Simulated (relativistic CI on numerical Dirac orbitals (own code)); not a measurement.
**Radial parameters of Tl VI**

These numbers are calculated, not measured: Dirac-Coulomb-Breit CI, separate exchange-only KLI orbitals for each configuration, model QED, valence Slater integrals scaled by 0.85, P86 correlation energy added to each configuration (own radial code, finite nucleus).

Slater integrals F^k, G^k are unscaled and averaged over j, outside the closed core [Kr] 4d10 4f14 5s2; ζ comes from projecting the Hamiltonian with its Breit term on Σ l·s of the shell.

- 5p⁶5d⁸: F^2(5d,5d) = 83213, F^4(5d,5d) = 55980, ζ(5d) = 7721.2 cm⁻¹; <r>(5d) = 1.261, <r^2>(5d) = 1.813 (bohr units).
- 5p⁶5d⁷6s: F^2(5d,5d) = 84128, F^4(5d,5d) = 56656, ζ(5d) = 8031.7, G^2(5d,6s) = 25012 cm⁻¹; <r>(5d) = 1.248, <r^2>(5d) = 1.775, <r>(6s) = 1.959, <r^2>(6s) = 4.268 (bohr units).
- 5p⁶5d⁷5f: F^2(5d,5d) = 84514, F^4(5d,5d) = 56951, ζ(5d) = 8110.6, F^2(5d,5f) = 41460, F^4(5d,5f) = 24298, G^1(5d,5f) = 41828, G^3(5d,5f) = 25396, G^5(5d,5f) = 17908, ζ(5f) = -24.073 cm⁻¹; <r>(5d) = 1.243, <r^2>(5d) = 1.76, <r>(5f) = 2.349, <r^2>(5f) = 6.388 (bohr units).

**Question.** Give the Racah parameters of the d shell in 5p⁶5d⁸.

**Answer.** B = F²/49 − 5F⁴/441 = 1064 cm⁻¹ and C = 35F⁴/441 = 4443 cm⁻¹.

In this model ζ of a weakly bound d, f or g electron outside closed shells comes out too small, for d by up to a factor of two or three and at times with the wrong sign; that of an outer p electron is too small as well.

Averages of the first 10 configurations, taken without configuration mixing, which lowers the lowest level and can move excited configurations by several eV; other configurations of the list can lie among them:

```json
{"Configuration": "5p⁶5d⁸", "Parity": "even", "States": "45", "Average energy above the lowest level (eV)": "2.9"}
{"Configuration": "5p⁶5d⁷6s", "Parity": "even", "States": "240", "Average energy above the lowest level (eV)": "21.3"}
{"Configuration": "5p⁶5d⁷5f", "Parity": "odd", "States": "1680", "Average energy above the lowest level (eV)": "51.7"}
{"Configuration": "5p⁶5d⁷6p", "Parity": "odd", "States": "720", "Average energy above the lowest level (eV)": "34.7"}
{"Configuration": "5p⁶5d⁷5g", "Parity": "even", "States": "2160", "Average energy above the lowest level (eV)": "67.1"}
{"Configuration": "5p⁶5d⁶6s²", "Parity": "even", "States": "210", "Average energy above the lowest level (eV)": "42.1"}
{"Configuration": "5p⁵5d⁹", "Parity": "odd", "States": "60", "Average energy above the lowest level (eV)": "74.2"}
{"Configuration": "5p⁶5d⁷6d", "Parity": "even", "States": "1200", "Average energy above the lowest level (eV)": "50.4"}
{"Configuration": "5p⁶5d⁷7s", "Parity": "even", "States": "240", "Average energy above the lowest level (eV)": "52.6"}
{"Configuration": "5p⁶5d⁶6s6p", "Parity": "odd", "States": "2520", "Average energy above the lowest level (eV)": "54.6"}
```
